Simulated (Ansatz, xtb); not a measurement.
System: AlS, charge 0, multiplicity 2. 
Structure (B3LYP-D3(BJ)/def2-TZVP (Ansatz, a first-principles code) minimum search):
SMILES: [Al][S]
```xyz
2

Al     0.0000     0.0000    -1.1286
S      0.0000     0.0000     0.9170
```
Charge 0, spin multiplicity 2.

Harmonic wavenumbers from GFN2-xTB (xtb, at its own minimum), cm⁻¹: 679.

Q: Give the harmonic wavenumbers at B3LYP-D3(BJ)/def2-TZVP (Ansatz, finite differences of forces, unscaled).

A: 595 cm⁻¹. Zero-point energy 0.9 kcal/mol.

Q: From these and the geometry, give the ideal-gas thermochemistry at 298.15 K and 1 atm (rigid rotor, harmonic oscillator).

A: Point group C∞v, rotational symmetry number 1. Rotational constants 8.244, 8.244 GHz. S(trans) 38.15, S(rot) 15.15, S(vib) 0.46, S(elec, spin only) 1.38, S 55.1 cal/(mol K). H(298) - H(0) 2.18 kcal/mol; G - E(el) -13.4 kcal/mol.
